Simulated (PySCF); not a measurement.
Cl2Se, SMILES [Se](Cl)Cl (connectivity only; charge and spin as stated), charge -1, multiplicity 2.

Geometry: B3LYP-D3(BJ)/def2-SVPD. The spin state was assumed, not searched. The isomer is the one that the SMILES or the coordinates give; other isomers of the formula were not compared.

The numbers are results of M06-2X/def2-TZVPD in PySCF, not measurements.

Isolated molecule, no solvent.

| Quantity | Result |
|---|---|
| total energy | -3322.06837 hartree |
| point group | C2v |
| α spin, highest occupied and lowest empty level | -3.45 and 3.07 eV |
| β spin, highest occupied and lowest empty level | -3.16 and 1.39 eV |
| dipole moment about the centre of nuclear charge | 0.42 D |
| mean static polarisability | 89.1 bohr³ (13.20 Å³) |
| polarisability, principal values | 57.5, 60.4, 149.4 bohr³ |
| ⟨S²⟩ | 0.757 (pure state 0.75) |
